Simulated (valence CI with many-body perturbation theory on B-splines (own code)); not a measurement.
**Re⁴²⁺: electric-dipole lines**

Level of theory: relativistic CI+MBPT: five valence electrons over a frozen Dirac-Fock core [Ar] 3d10, a basis of 9 s, 9 p, 8 d, 6 f, 3 g, 1 h functions for each j, with the one-electron correlation potential Σ1, the two-electron term Σ2, the three-electron term Σ3, Breit, model QED; selected CI, second order for the rest (own B-spline code, finite nucleus).

The last digits are not significant, and no measured levels were compared; by estimate large intervals hold to a few tenths of a per cent, small ones and those within an open d or f shell to about a per cent. Among the levels kept, up to 270 cm⁻¹ of a level comes from second order outside the variational space, and about a tenth of that is noise between levels of different J, which matters for small intervals.

Lines 51 to 100 of 200 in falling wavelength, among levels below 395.48 eV, chosen from the strongest by gf and those to the six lowest levels. Wavelengths and rates use the calculated energies. Electric multipoles are in the length gauge, E1 and E2 with the static RPA response of the core. Weak lines are less certain than strong ones. Lines between different terms over intervals too small for the method are left out, as are lines whose strength nearly cancels. The highest levels of a list are the least certain.

Levels are named by their leading jj configuration (3d3/2^4 stands for four electrons in 3d with j = 3/2), which in mixed levels can hold well under half, so a name can repeat and another be missing. Letters in brackets count levels of one name in rising energy.

```
λ vac (nm)                               Upper                               Lower   A (s⁻¹)  S (a.u.) with core polarisation  S without
     11.98  (4s 4p1/2^2 4p3/2 4d3/2) J=5/2 [b]  (4s^2 4p1/2 4p3/2 4d3/2) J=3/2 [b]  1.16e+09                         5.93e-03   6.30e-03
     11.97          (4s 4p1/2^2 4p3/2^2) J=5/2          (4s^2 4p1/2 4p3/2^2) J=3/2  1.21e+10                         6.16e-02   6.55e-02
     11.93          (4s^2 4p1/2^2 4f5/2) J=5/2  (4s^2 4p1/2 4p3/2 4d3/2) J=3/2 [a]  1.15e+09                         5.80e-03   6.16e-03
     11.89          (4s^2 4p1/2^2 4f5/2) J=5/2  (4s^2 4p1/2 4p3/2 4d3/2) J=5/2 [a]  1.66e+09                         8.29e-03   8.80e-03
     11.84      (4s 4p1/2^2 4p3/2 4d5/2) J=5/2  (4s^2 4p1/2 4p3/2 4d5/2) J=3/2 [a]  1.41e+10                         6.92e-02   7.36e-02
     11.83  (4s 4p1/2^2 4p3/2 4d3/2) J=5/2 [b]  (4s^2 4p1/2 4p3/2 4d3/2) J=5/2 [b]  5.50e+09                         2.70e-02   2.87e-02
     11.79            (4s 4p1/2 4p3/2^3) J=5/2                (4s^2 4p3/2^3) J=3/2  1.49e+10                         7.21e-02   7.67e-02
     11.76      (4s 4p1/2^2 4p3/2 4d5/2) J=3/2  (4s^2 4p1/2 4p3/2 4d5/2) J=5/2 [a]  2.28e+10                         7.32e-02   7.79e-02
     11.76          (4s 4p1/2^2 4p3/2^2) J=3/2          (4s^2 4p1/2 4p3/2^2) J=1/2  6.47e+05                         2.08e-06   2.30e-06
     11.48      (4s 4p1/2^2 4p3/2 4d5/2) J=7/2      (4s^2 4p1/2 4p3/2 4d5/2) J=9/2  1.30e+10                         7.77e-02   8.26e-02
     11.39      (4s 4p1/2^2 4p3/2 4d5/2) J=3/2  (4s^2 4p1/2 4p3/2 4d5/2) J=3/2 [a]  7.32e+09                         2.13e-02   2.27e-02
     11.17          (4s^2 4p1/2^2 4f7/2) J=7/2      (4s^2 4p1/2 4p3/2 4d3/2) J=7/2  1.12e+09                         6.15e-03   6.53e-03
     11.15  (4s 4p1/2^2 4p3/2 4d3/2) J=3/2 [b]  (4s^2 4p1/2 4p3/2 4d3/2) J=1/2 [a]  3.87e+09                         1.06e-02   1.13e-02
     11.13  (4s 4p1/2^2 4p3/2 4d3/2) J=3/2 [b]  (4s^2 4p1/2 4p3/2 4d3/2) J=3/2 [a]  1.94e+09                         5.27e-03   5.60e-03
     11.09  (4s 4p1/2^2 4p3/2 4d3/2) J=3/2 [b]  (4s^2 4p1/2 4p3/2 4d3/2) J=5/2 [a]  1.67e+10                         4.51e-02   4.79e-02
     11.03          (4s 4p1/2^2 4p3/2^2) J=3/2          (4s^2 4p1/2 4p3/2^2) J=5/2  3.36e+10                         8.88e-02   9.43e-02
     10.86      (4s 4p1/2^2 4p3/2 4d5/2) J=7/2  (4s^2 4p1/2 4p3/2 4d5/2) J=7/2 [a]  6.60e+09                         3.34e-02   3.55e-02
     10.74            (4s 4p1/2 4p3/2^3) J=1/2                (4s^2 4p3/2^3) J=3/2  2.34e+10                         2.86e-02   3.04e-02
     10.72        (4s 4p1/2 4p3/2^3) J=3/2 [b]                (4s^2 4p3/2^3) J=3/2  2.17e+10                         5.28e-02   5.61e-02
     10.69          (4s 4p1/2^2 4p3/2^2) J=1/2          (4s^2 4p1/2 4p3/2^2) J=3/2  1.65e+07                         1.99e-05   2.06e-05
     10.51          (4s 4p1/2^2 4p3/2^2) J=3/2          (4s^2 4p1/2 4p3/2^2) J=3/2  1.17e+10                         2.69e-02   2.85e-02
     10.37  (4s 4p1/2^2 4p3/2 4d3/2) J=5/2 [b]      (4s^2 4p1/2 4p3/2 4d3/2) J=7/2  2.74e+10                         9.04e-02   9.60e-02
     10.36  (4s 4p1/2^2 4p3/2 4d3/2) J=1/2 [b]  (4s^2 4p1/2 4p3/2 4d3/2) J=1/2 [a]  4.82e+09                         5.30e-03   5.62e-03
     10.34  (4s 4p1/2^2 4p3/2 4d3/2) J=1/2 [b]  (4s^2 4p1/2 4p3/2 4d3/2) J=3/2 [a]  2.40e+10                         2.62e-02   2.78e-02
     9.935  (4s 4p1/2^2 4p3/2 4d3/2) J=5/2 [b]  (4s^2 4p1/2 4p3/2 4d3/2) J=3/2 [a]  2.53e+09                         7.34e-03   7.78e-03
     9.520      (4s 4p1/2^2 4p3/2 4d5/2) J=7/2      (4s^2 4p1/2 4p3/2 4d3/2) J=7/2  1.26e+09                         4.29e-03   4.56e-03
     9.355      (4s 4p1/2^2 4p3/2 4d5/2) J=3/2  (4s^2 4p1/2 4p3/2 4d3/2) J=5/2 [a]  2.04e+09                         3.29e-03   3.49e-03
     9.053  (4s 4p1/2^2 4p3/2 4d3/2) J=5/2 [a]          (4s 4p1/2^2 4p3/2^2) J=3/2  4.46e+09                         9.81e-03   1.04e-02
     8.975  (4s 4p1/2^2 4p3/2 4d3/2) J=3/2 [a]          (4s 4p1/2^2 4p3/2^2) J=3/2  4.54e+09                         6.48e-03   6.85e-03
     8.970  (4s 4p1/2^2 4p3/2 4d3/2) J=1/2 [a]          (4s 4p1/2^2 4p3/2^2) J=3/2  8.13e+09                         5.79e-03   6.11e-03
     8.843  (4s 4p1/2^2 4p3/2 4d3/2) J=3/2 [a]          (4s 4p1/2^2 4p3/2^2) J=1/2  4.82e+09                         6.58e-03   6.95e-03
     8.838  (4s 4p1/2^2 4p3/2 4d3/2) J=1/2 [a]          (4s 4p1/2^2 4p3/2^2) J=1/2  4.04e+09                         2.75e-03   2.91e-03
     8.663          (4s^2 4p1/2^2 4f5/2) J=5/2          (4s 4p1/2^2 4p3/2^2) J=3/2  1.50e+09                         2.88e-03   3.04e-03
     8.571  (4s^2 4p1/2 4p3/2 4d3/2) J=3/2 [a]          (4s^2 4p1/2 4p3/2^2) J=1/2  2.28e+09                         2.84e-03   2.98e-03
     8.554  (4s^2 4p1/2 4p3/2 4d3/2) J=1/2 [a]          (4s^2 4p1/2 4p3/2^2) J=1/2  1.89e+09                         1.17e-03   1.23e-03
     8.230  (4s 4p1/2^2 4p3/2 4d3/2) J=3/2 [b]          (4s 4p1/2^2 4p3/2^2) J=3/2  9.78e+09                         1.08e-02   1.14e-02
     8.193  (4s^2 4p1/2 4p3/2 4d3/2) J=5/2 [a]          (4s^2 4p1/2 4p3/2^2) J=5/2  7.31e+09                         1.19e-02   1.25e-02
     8.190  (4s 4p1/2^2 4p3/2 4d3/2) J=5/2 [a]          (4s 4p1/2^2 4p3/2^2) J=5/2  1.29e+10                         2.10e-02   2.22e-02
     8.175  (4s^2 4p1/2 4p3/2 4d3/2) J=3/2 [a]          (4s^2 4p1/2 4p3/2^2) J=5/2  7.42e+09                         8.00e-03   8.43e-03
     8.126  (4s 4p1/2^2 4p3/2 4d3/2) J=3/2 [a]          (4s 4p1/2^2 4p3/2^2) J=5/2  2.06e+10                         2.18e-02   2.30e-02
     8.119  (4s 4p1/2^2 4p3/2 4d3/2) J=3/2 [b]          (4s 4p1/2^2 4p3/2^2) J=1/2  1.84e+09                         1.94e-03   2.06e-03
     8.022      (4s 4p1/2^2 4p3/2 4d3/2) J=7/2          (4s 4p1/2^2 4p3/2^2) J=5/2  9.96e+08                         2.03e-03   2.20e-03
     7.902  (4s^2 4p1/2 4p3/2 4d3/2) J=5/2 [a]          (4s^2 4p1/2 4p3/2^2) J=3/2  1.20e+08                         1.75e-04   1.83e-04
     7.901      (4s^2 4p1/2 4p3/2 4d3/2) J=7/2          (4s^2 4p1/2 4p3/2^2) J=5/2  4.17e+08                         8.12e-04   8.62e-04
     7.886  (4s^2 4p1/2 4p3/2 4d3/2) J=3/2 [a]          (4s^2 4p1/2 4p3/2^2) J=3/2  4.37e+09                         4.23e-03   4.45e-03
     7.875          (4s^2 4p1/2^2 4d3/2) J=3/2          (4s^2 4p1/2^2 4p3/2) J=3/2  1.36e+10                         1.31e-02   1.38e-02
     7.871  (4s^2 4p1/2 4p3/2 4d3/2) J=1/2 [a]          (4s^2 4p1/2 4p3/2^2) J=3/2  5.04e+09                         2.43e-03   2.55e-03
     7.870          (4s^2 4p1/2^2 4f5/2) J=5/2          (4s 4p1/2^2 4p3/2^2) J=5/2  2.10e+09                         3.03e-03   3.21e-03
     7.792  (4s 4p1/2^2 4p3/2 4d3/2) J=1/2 [b]          (4s 4p1/2^2 4p3/2^2) J=3/2  1.05e+10                         4.88e-03   5.15e-03
     7.692  (4s 4p1/2^2 4p3/2 4d3/2) J=1/2 [b]          (4s 4p1/2^2 4p3/2^2) J=1/2  1.30e+10                         5.85e-03   6.15e-03
```
